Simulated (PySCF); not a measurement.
# Worked example: entropy of an ideal gas

BCl2, SMILES Cl[B-]Cl (connectivity only; charge and spin as stated), charge -1, multiplicity 1.

Geometry: PBE0-D3(BJ)/def2-TZVPD.

PBE0-D3(BJ)/def2-TZVPD run with PySCF 2.14.0 gives the harmonic wavenumbers 251, 522, 527 cm⁻¹ and the rotational temperatures 1.8989, 0.1538, 0.1423 K. The molar mass is 81.71 g/mol, the symmetry number 2, the spin multiplicity 1.

Problem. Work out the entropy at 298.15 K and 1 atm in the rigid-rotor, harmonic-oscillator model.

Solution. 
Translation (Sackur–Tetrode at 1 atm): S = R[1.5 ln M + 2.5 ln T − 1.16487] = 163.7 J/(mol K).
Rotation: q = (√π/σ) T^1.5/√(θA θB θC) = 22400, S = R[ln q + 3/2] = 95.7 J/(mol K).
Vibration: with u = 1.4388 ν/T, each mode gives R[u/(e^u − 1) − ln(1 − e^−u)]:
| ν (cm⁻¹) | modes | u | S (J/(mol K)) |
|---|---|---|---|
| 251 | 1 | 1.21 | 7.21 |
| 522 | 1 | 2.52 | 2.53 |
| 527 | 1 | 2.54 | 2.49 |
These are all the modes. Sum 12.2 J/(mol K).
Spin: R ln 1 = 0.0 J/(mol K).
Total 271.6 J/(mol K); the program's own thermochemistry gives 271.6. Translation makes up 60 % and vibration 5 %. Anharmonicity, hindered rotation and orbital degeneracy are left out.
